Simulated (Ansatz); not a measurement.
Molecule: sum formula GaH2Cl, net charge 0, singlet state. SMILES: [Cl][GaH2]
Geometry from a B3LYP-D3(BJ)/def2-TZVP (Ansatz, a program for electronic structure) optimisation:
```xyz
4

Cl     1.3067    -0.6404     0.0485
Ga    -0.6373     0.3123    -0.0237
H     -0.6084     1.8689    -0.0295
H     -1.8488    -0.6647    -0.0617
```

Wanted: vertical ionisation energy (to the doublet state of charge +1; each state is the SCF solution reached for its spin; for the doublet T1 is 0.061), in eV. Cores are frozen in the correlated levels unless marked. Open shells are spin-unrestricted. Spin-orbit coupling is left out. The frozen core is the preceding noble-gas configuration, with the filled d and f shells of earlier blocks. No relativistic terms. CBS marks a two-point X^-3 extrapolation of the correlation energy; Hartree-Fock from the larger set.

```json
[
 {"level": "HF/def2-SVPD", "program": "Ansatz", "vertical ionisation energy (eV)": "10.39"}
]
```

### Question
Predict the CCSD(T)/CBS(def2-TZVPPD,def2-QZVPPD) result (Ansatz).

### Answer
11.26 eV, so HF/def2-SVPD differs from it by -0.87 eV.
